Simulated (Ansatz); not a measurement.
Gas-phase electronic energies from Ansatz, PBE0-D4/def2-TZVP geometries. CCSD(T)/CBS is the MP2 limit (def2-TZVPP, def2-QZVPP) plus CCSD(T) − MP2 in def2-TZVPP, frozen cores. This one scheme is used for every species. Functionals use def2-TZVPP. For Br outer-core shells are correlated without core-valence functions, which leaves a few kJ/mol of doubt a bond. Scalar relativity is left out up to krypton. One conformer a species, not always the lowest.

`COB(F)Br` + HBr → `COB(Br)Br` + H–F  (ligand exchange at a B–F bond)

| species | PBE energy (Eh) |
| --- | --- |
| `COB(F)Br` | -2813.57055 |
| HBr | -2574.36854 |
| `COB(Br)Br` | -5287.52051 |
| H–F | -100.39340 |

**Question.** Work out ΔE.

**Answer.** ΔE = (-5287.52051) + (-100.39340) − (-2813.57055) − (-2574.36854) = 0.02518 Eh = +66.1 kJ/mol. CCSD(T)/CBS gives +59.4 kJ/mol.

Largest T1 diagnostic among the species: 0.011.

In def2-TZVPP, CCSD(T) changes the Hartree–Fock value by −25.9 kJ/mol (the triples alone add −4.4 kJ/mol) and MP2 by −36.7 kJ/mol. Leaving LDA and LC-ωPBE aside and taking each functional with its dispersion term where it has one, the values, not all of them listed here, spread over 21.8 kJ/mol, from revPBE-D4 to CAM-B3LYP-D4.
